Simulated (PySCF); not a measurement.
C2H6N2OSi, SMILES C(#N)O[Si@H](N)C.

Coordinates come from a r2SCAN-D4/def2-SVP optimisation. The structure was generated by enumeration; whether it is a known compound was not checked. Other conformers were not sampled.

Method: TDA-PBE/def2-SVPD (PySCF).

Vertical excitations. Gas-phase values at a fixed geometry.

Computed UV-visible absorptions:
| state | energy (eV) | λ (nm) | f | main pairs |
|---|---|---|---|---|
| S1 | 6.13 | 202 | 0.002 | HOMO→LUMO 99 % |
| S2 | 6.42 | 193 | 0.006 | HOMO−1→LUMO 93 % |
| S3 | 6.62 | 187 | 0.003 | HOMO→LUMO+1 97 % |
| S4 | 6.68 | 186 | 0.042 | HOMO−2→LUMO 89 % |
| S5 | 6.70 | 185 | 0.009 | HOMO→LUMO+2 97 % |
| S6 | 6.92 | 179 | 0.011 | HOMO−1→LUMO+1 66 %, HOMO−1→LUMO+2 29 % |
| S7 | 7.01 | 177 | 0.017 | HOMO−1→LUMO+2 56 %, HOMO−2→LUMO+1 22 %, HOMO−1→LUMO+1 16 % |
| S8 | 7.12 | 174 | 0.004 | HOMO−2→LUMO+2 63 %, HOMO−2→LUMO+1 28 % |
| S9 | 7.30 | 170 | 0.013 | HOMO→LUMO+3 92 % |
| S10 | 7.37 | 168 | 0.061 | HOMO−2→LUMO+1 43 %, HOMO−2→LUMO+2 31 %, HOMO−1→LUMO+1 12 %, HOMO−1→LUMO+2 6 % |
| T1 | 6.06 | 204 | 0 | HOMO→LUMO 97 % |
| T2 | 6.22 | 199 | 0 | HOMO−1→LUMO 85 %, HOMO−2→LUMO 13 % |
| T3 | 6.40 | 194 | 0 | HOMO→LUMO+1 69 %, HOMO−2→LUMO 12 % |
| T4 | 6.42 | 193 | 0 | HOMO−2→LUMO 29 %, HOMO→LUMO+1 28 %, HOMO→LUMO+2 11 % |
Triplets are in the Tamm–Dancoff approximation.
